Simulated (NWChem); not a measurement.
Molecule: Si₂H₄OClF; SMILES [SiH3][Si@@](Cl)(F)O

```xyz
9

O      1.3579     0.1081    -1.3464
Si     0.3905     0.0506    -0.0202
F      1.2770     0.3179     1.3113
Si    -0.6638    -2.0202     0.0860
Cl    -0.9870     1.5890    -0.0675
H      1.7881     0.9401    -1.5720
H      0.3544    -3.1099     0.1428
H     -1.5196    -2.1844    -1.1253
H     -1.5147    -2.0592     1.3112
```
Atoms are numbered in this order, from 1.

Computed with NWChem. Coordinates come from a PBE0/def2-SVP optimisation. Level: PBE0/def2-SVP with SMD (1 M gas to 1 M solution), gas-phase geometry. Reactions with the solvent are ignored.

For solvent water:

| Item | Result |
|---|---|
| cavity-dispersion-structure term (kcal/mol) | 3.5 |

### Question
Estimate the same quantities for solvent toluene.

### Answer
The cavity-dispersion-structure term (kcal/mol) is -1.5.
